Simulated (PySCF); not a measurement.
Species: C3H8OSi2.
Atom-mapped SMILES: `[O:1]=[CH:2][SiH:3]1[CH2:4][SiH2:5][CH2:6]1` (hydrogens: H7 on C2; H8 on Si3; H9, H10 on C4; H11, H12 on Si5; H13, H14 on C6)

Level: PBE0/pcSseg-1 and B3LYP/def2-SVPD in PySCF, non-relativistic, on one gas-phase PBE0-D3(BJ)/def2-SVP geometry that isn't relaxed in the solvent. The solvent is an IEF-PCM continuum (Bondi radii, 1.10 Å for H, scaled by 1.2). Only the electrostatic response of the medium enters.

Gas phase at PBE0/pcSseg-1: HOMO -6.82 eV, LUMO -1.52 eV, dipole 2.74 D.

Task: What does the continuum do to the energy, the frontier levels and the dipole at PBE0/pcSseg-1 in chloroform and acetone?

Result: 
```tsv
solvent	ε	E(solvent) − E(gas) (kcal/mol)	polarisation term (kcal/mol)	distortion of the solute (kcal/mol)	HOMO (eV)	LUMO (eV)	dipole (D)
chloroform	4.711	-3.08	-3.50	0.42	-6.81	-1.47	3.26
acetone	20.49	-4.12	-4.88	0.76	-6.82	-1.46	3.43
```

The polarisation term is half the interaction of the solute with the surface charges that it induces; the rest is the cost of distorting the solute's density. The sum is the electrostatic part of solvation alone. From chloroform to acetone the lowering changes by a factor 1.34, Onsager's factor (ε − 1)/(2ε + 1) by 1.30 and ε itself by 4.3.

Task: Which radius a makes the point-dipole formula ΔE = −[(ε − 1)/(2ε + 1)]·μ²/a³ give the value in acetone, with the gas-phase dipole?

Result: μ = 1.076 au and |ΔE| = 0.00657 Eh give a = 2.30 Å; the farthest nucleus lies 3.33 Å from the centroid of the nuclei, so such a sphere wouldn't even hold the nuclei. The formula assumes a rigid point dipole at the centre of a sphere.

Task: Which ESP-fitted charges (PBE0/pcSseg-1) respond most in acetone (means over atoms taken as equivalent)?

Result: 
```
 atoms                  environment  gas (e)  solvent (e)  change
    O1              carbonyl oxygen   -0.425       -0.496  -0.071
    C2              carbonyl carbon   +0.304       +0.331  +0.027
   Si5                 SiH2 silicon   +0.656       +0.683  +0.027
    H7              formyl hydrogen   +0.010       +0.034  +0.024
   Si3                  SiH silicon   +0.620       +0.642  +0.022
    H8                Si–H hydrogen   -0.131       -0.143  -0.012
 C4/C6  sp3 carbon bound to silicon   -0.773       -0.785  -0.012
H9/H14           methylene hydrogen   +0.216       +0.228  +0.012
```

Gas phase at B3LYP/def2-SVPD: HOMO -6.70 eV, LUMO -1.90 eV, dipole 2.82 D.

Task: What does the continuum do to the energy, the frontier levels and the dipole at B3LYP/def2-SVPD in acetone?

Result: 
```csv
solvent,ε,E(solvent) − E(gas) (kcal/mol),polarisation term (kcal/mol),distortion of the solute (kcal/mol),HOMO (eV),LUMO (eV),dipole (D)
acetone,20.49,-4.39,-5.34,0.95,-6.70,-1.84,3.61
```

Task: How does the static polarisability (B3LYP/def2-SVPD, frozen core, with the continuum's full static response) change?

Result: 
```
 medium  isotropic (au)  principal values (au)  ⟨r²⟩ of the electrons (bohr²)
    gas            91.0      78.5, 83.5, 110.9                          984.7
acetone           124.3    107.0, 115.5, 150.4                          986.5
```

The isotropic value in acetone is 1.37 times the gas-phase one; no cavity-field correction is applied. ⟨r²⟩ is taken about the centre of nuclear charge.

Shape of the structure used: `[O:1]=[CH:2][SiH:3]1[CH2:4][SiH2:5][CH2:6]1`: O1–C2–Si3–C4 123°.
